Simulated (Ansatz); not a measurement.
BGaH$_{3}$N (`[BH]1[NH][GaH]1`). Total charge 0; spin multiplicity 1.

Cartesian coordinates in Å:
```
B 0.3215 0.7410 -0.6057
N -0.3578 -0.4408 -0.5025
Ga 0.2742 0.0458 1.2803
H 0.6326 1.5377 -1.4349
H -0.8214 -0.9917 -1.2157
H -0.0491 -0.8920 2.4786
```

Q: List the harmonic frequencies (cm⁻¹, unscaled) at PBE0-D4/def2-TZVP in Ansatz. (An estimate is asked.)

A: Ansatz gave: 373, 436, 508, 587, 605, 829, 860, 1001, 1368, 1993, 2667, 3536.

Q: Is this a minimum?

A: Yes, all 12 modes are real.

Q: Give the ideal-gas thermochemistry at 298.15 K and 1 bar (rigid rotor, harmonic oscillator; point group Cs, symmetry number 1).

A: Zero-point energy 88.3 kJ/mol; H(298) − E = 101.7 kJ/mol; entropy 279.4 J/(mol·K), of which translation 166.0, rotation 97.0, vibration 16.4; G(298) − E = 18.4 kJ/mol.

Q: And at 400, 500, 600, 800 and 1000 K?

A: 
```csv
T (K),H − E (kJ/mol),S (J/mol/K),G − E (kJ/mol)
400,109.1,300.7,-11.2
500,117.4,319.1,-42.2
600,126.4,335.5,-74.9
800,146.0,363.7,-144.9
1000,167.3,387.3,-220.1
```
